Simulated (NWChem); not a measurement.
Species: BeNH₂I; SMILES [I][Be][NH2]

```xyz
5

Be     0.0003     1.5564     0.0005
I      0.0016    -0.6246     0.0013
N     -0.0009     3.0524    -0.0010
H     -0.8284     3.6399    -0.0038
H      0.8256     3.6414    -0.0040
```
Atoms are numbered in this order, from 1.

Program: NWChem. Structure relaxed at the PBE0/def2-SVP level. def2 effective core potentials on I; no spin-orbit coupling. Level: PBE0/def2-SVPD; the question gives the wavelength of the field.

Problem. Estimate the computed values for field static. Quantities: isotropic polarisability (bohr³); anisotropy (bohr³).

Solution. The isotropic polarisability (bohr³) is 59.7 and the anisotropy (bohr³) is 25.0.
